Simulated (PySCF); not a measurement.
Point groups of optimised structures. Method: PBE0/pcSseg-1 in PySCF (dipole) on a GFN2-xTB geometry, gas phase. The symmetry is that of the one conformer found, every atom within 0.08 Å of its image; none is proved a minimum here.

Task: `[CH3:1]/[CH:2]=[CH:3]\[P:4]1[C@@H:5]([CH3:6])[C@@H:7]1[CH3:8]` with C2–C3–P4–C5 150°: symmetry, top, dipole?

Result: C1; asymmetric top; symmetry number 1; this conformer is chiral (no improper operation); dipole 1.41 D; A, B, C = 3078, 1067, 932.5 MHz.

Task: `[CH3:1][c:2]1[cH:3][c:4]([C:5]([F:6])([F:7])[F:8])[n:9][cH:10][p:11]1` with H–C1–C2–C3 -59° (nearest H): symmetry, top, dipole?

Result: Cs; asymmetric top; symmetry number 1; 2 operations, which sort the 16 atoms into 14 sets; dipole 3.59 D, in the ab plane, which is the mirror; A, B, C = 1854, 627.5, 512.0 MHz.

Task: Point group, rotor type and polarity of `[O:1]=[CH:2][c:3]1[cH:4][p:5][c:6]2[cH:7][cH:8][cH:9][cH:10][c:11]2[cH:12]1` with O1–C2–C3–C4 180°?

Result: Cs; asymmetric top; symmetry number 1; 2 operations, which sort the 19 atoms into 19 sets; dipole 2.68 D, in the ab plane, which is the mirror; A, B, C = 1577, 621.9, 446.1 MHz; heavy atoms equivalent by symmetry: none.
